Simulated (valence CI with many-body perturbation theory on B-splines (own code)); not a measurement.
# Ar¹³⁺: electric-dipole lines

Level of theory: configuration interaction combined with many-body perturbation theory (CI+MBPT): three valence electrons over a frozen Dirac-Fock core [He], a basis of 11 s, 11 p, 9 d, 7 f, 5 g, 2 h, 1 i functions for each j, with the one-electron correlation potential Σ1 (screened to all orders), the two-electron term Σ2, the three-electron term Σ3, Breit, model QED; selected single and double excitations, second order for the rest (own B-spline code, finite nucleus).

No measured levels were compared; by estimate levels of excited configurations hold to 0.05 to 0.15 % of their energy, terms of the ground configuration to about 0.5 %.

Lines 101 to 150 of 250 in falling wavelength, among levels below 4154.9 × 10³ cm⁻¹, chosen from the strongest by gf and those to the six lowest levels. Wavelengths and rates use the calculated energies, so an error of 400 cm⁻¹ moves a line at 3.032 nm by 0.012 % and its rate by three times that or more. Electric multipoles are in the length gauge, E1 and E2 with the static RPA response of the core. Weak lines are less certain than strong ones. Lines between different terms over intervals too small for the method are left out, as are lines whose strength nearly cancels. Where a level lies close to another of its J and parity, the split of strength between their lines is uncertain. The highest levels of a list are the least certain.

Names give the largest LS component (configuration and term), which can be under half, so a name can repeat, a term be missing and a line seem to break the LS rules; names also repeat where a configuration has a term twice. Letters in brackets count levels of one name in rising energy.

| λ vac (nm) | Upper | Lower | A (s⁻¹) | log gf | Branch % |
| --- | --- | --- | --- | --- | --- |
| 3.032 | 2p2 3s 2P_1/2 | 2p3 2D°_3/2 | 3.97e+11 | -0.96 | 52.4 |
| 3.023 | 2p2 3s 2P_3/2 | 2p3 2D°_5/2 | 3.53e+11 | -0.71 | 47.5 |
| 3.022 | 2s 2p 3s 2P°_3/2 [a] | 2s 2p2 2D_5/2 | 3.31e+11 | -0.74 | 64.5 |
| 3.021 | 2s 2p 3s 2P°_3/2 [a] | 2s 2p2 2D_3/2 | 3.30e+10 | -1.74 | 6.4 |
| 3.008 | 2s 2p 3s 2P°_3/2 [b] | 2s 2p2 2P_3/2 | 2.51e+11 | -0.87 | 23.3 |
| 3.000 | 2s 2p 3d 2D°_5/2 [a] | 2s 2p2 2P_3/2 | 2.26e+11 | -0.74 | 7.7 |
| 3.000 | 2p2 3s 4P_1/2 | 2p3 4S°_3/2 | 3.18e+11 | -1.07 | 95.8 |
| 2.998 | 2p2 3s 2D_5/2 | 2p3 2D°_5/2 | 4.05e+11 | -0.49 | 65.5 |
| 2.994 | 2p2 3s 2D_3/2 | 2p3 2D°_3/2 | 3.52e+11 | -0.72 | 56.4 |
| 2.994 | 2s 2p 3d 2D°_3/2 [a] | 2s 2p2 2P_1/2 | 2.21e+11 | -0.93 | 11.0 |
| 2.992 | 2p2 3s 4P_3/2 | 2p3 4S°_3/2 | 3.26e+11 | -0.76 | 96.0 |
| 2.982 | 2p2 3s 4P_5/2 | 2p3 4S°_3/2 | 3.38e+11 | -0.57 | 95.0 |
| 2.972 | 2s 2p 3s 2P°_3/2 [b] | 2s 2p2 2S_1/2 | 3.02e+11 | -0.80 | 28.0 |
| 2.946 | 2s2 3s 2S_1/2 | 2s2 2p 2P°_3/2 | 3.55e+11 | -1.03 | 67.2 |
| 2.944 | 2s 2p 3d 2P°_3/2 [a] | 2s 2p2 2P_3/2 | 3.23e+11 | -0.78 | 12.2 |
| 2.936 | 2s 2p 3s 4P°_3/2 | 2s 2p2 4P_5/2 | 2.80e+11 | -0.84 | 44.9 |
| 2.932 | 2s 2p 3s 4P°_1/2 | 2s 2p2 4P_3/2 | 5.10e+11 | -0.88 | 82.8 |
| 2.929 | 2s 2p 3d 2P°_1/2 [a] | 2s 2p2 2P_1/2 | 1.23e+12 | -0.50 | 44.7 |
| 2.927 | 2s2 3s 2S_1/2 | 2s2 2p 2P°_1/2 | 1.73e+11 | -1.35 | 32.8 |
| 2.926 | 2s 2p 3s 4P°_3/2 | 2s 2p2 4P_3/2 | 7.92e+10 | -1.39 | 12.7 |
| 2.925 | 2s 2p 3s 4P°_1/2 | 2s 2p2 4P_1/2 | 1.04e+11 | -1.57 | 17.0 |
| 2.923 | 2s 2p 3s 4P°_5/2 | 2s 2p2 4P_5/2 | 4.41e+11 | -0.47 | 69.0 |
| 2.918 | 2s 2p 3s 4P°_3/2 | 2s 2p2 4P_1/2 | 2.61e+11 | -0.87 | 41.9 |
| 2.914 | 2s 2p 3s 4P°_5/2 | 2s 2p2 4P_3/2 | 1.96e+11 | -0.82 | 30.7 |
| 2.911 | 2s 2p 3d 4F°_3/2 | 2s 2p2 2D_3/2 | 2.87e+10 | -1.84 | 27.7 |
| 2.909 | 2s 2p 3d 2P°_3/2 [a] | 2s 2p2 2S_1/2 | 2.06e+12 | 0.02 | 77.9 |
| 2.907 | 2s 2p 3d 4F°_5/2 | 2s 2p2 2D_3/2 | 2.50e+09 | -2.72 | 1.3 |
| 2.902 | 2s 2p 3d 2P°_1/2 [a] | 2s 2p2 2S_1/2 | 1.31e+12 | -0.48 | 47.6 |
| 2.885 | 2s 2p 3d 4D°_5/2 | 2s 2p2 2D_5/2 | 2.88e+11 | -0.67 | 7.9 |
| 2.884 | 2s 2p 3d 4D°_5/2 | 2s 2p2 2D_3/2 | 5.60e+10 | -1.38 | 1.5 |
| 2.884 | 2s 2p 3d 4D°_3/2 | 2s 2p2 2D_3/2 | 1.75e+11 | -1.06 | 3.9 |
| 2.884 | 2s 2p 3d 4D°_1/2 | 2s 2p2 2D_3/2 | 7.02e+10 | -1.76 | 1.6 |
| 2.883 | 2s 2p 3s 2P°_3/2 [b] | 2s 2p2 2D_5/2 | 1.81e+11 | -1.04 | 16.8 |
| 2.882 | 2s 2p 3s 2P°_1/2 [b] | 2s 2p2 2D_3/2 | 2.15e+11 | -1.27 | 13.9 |
| 2.882 | 2s 2p 3s 2P°_3/2 [b] | 2s 2p2 2D_3/2 | 1.38e+11 | -1.16 | 12.8 |
| 2.877 | 2s 2p 3d 2D°_3/2 [a] | 2s 2p2 2D_3/2 | 9.09e+11 | -0.35 | 45.3 |
| 2.876 | 2s 2p 3d 2D°_5/2 [a] | 2s 2p2 2D_5/2 | 6.65e+11 | -0.31 | 22.7 |
| 2.875 | 2s 2p 3d 2D°_5/2 [a] | 2s 2p2 2D_3/2 | 2.09e+11 | -0.81 | 7.1 |
| 2.872 | 2s 2p 3s 2P°_3/2 [a] | 2s 2p2 4P_3/2 | 1.21e+09 | -3.22 | 0.2 |
| 2.868 | 2s 2p 3d 4P°_5/2 | 2s 2p2 2D_5/2 | 2.04e+11 | -0.82 | 6.4 |
| 2.867 | 2s 2p 3d 4P°_5/2 | 2s 2p2 2D_3/2 | 6.68e+10 | -1.31 | 2.1 |
| 2.865 | 2s 2p 3d 4P°_3/2 | 2s 2p2 2D_3/2 | 1.62e+10 | -2.10 | 0.5 |
| 2.865 | 2s 2p 3s 2P°_3/2 [a] | 2s 2p2 4P_1/2 | 1.07e+09 | -3.28 | 0.2 |
| 2.838 | 2s 2p 3d 2F°_5/2 [a] | 2s 2p2 2D_5/2 | 4.31e+11 | -0.51 | 13.2 |
| 2.837 | 2s 2p 3d 2F°_5/2 [a] | 2s 2p2 2D_3/2 | 2.82e+12 | 0.31 | 86.2 |
| 2.827 | 2s 2p 3d 2F°_7/2 [a] | 2s 2p2 2D_5/2 | 3.66e+12 | 0.54 | 99.9 |
| 2.824 | 2s 2p 3d 2P°_3/2 [a] | 2s 2p2 2D_3/2 | 1.03e+09 | -3.31 | 0.0 |
| 2.823 | 2s 2p 3d 2D°_3/2 [b] | 2s 2p2 2P_3/2 | 5.93e+11 | -0.55 | 14.1 |
| 2.821 | 2s 2p 3d 2D°_5/2 [b] | 2s 2p2 2P_3/2 | 3.85e+12 | 0.44 | 92.1 |
| 2.817 | 2s 2p 3d 2P°_1/2 [a] | 2s 2p2 2D_3/2 | 6.35e+10 | -1.82 | 2.3 |
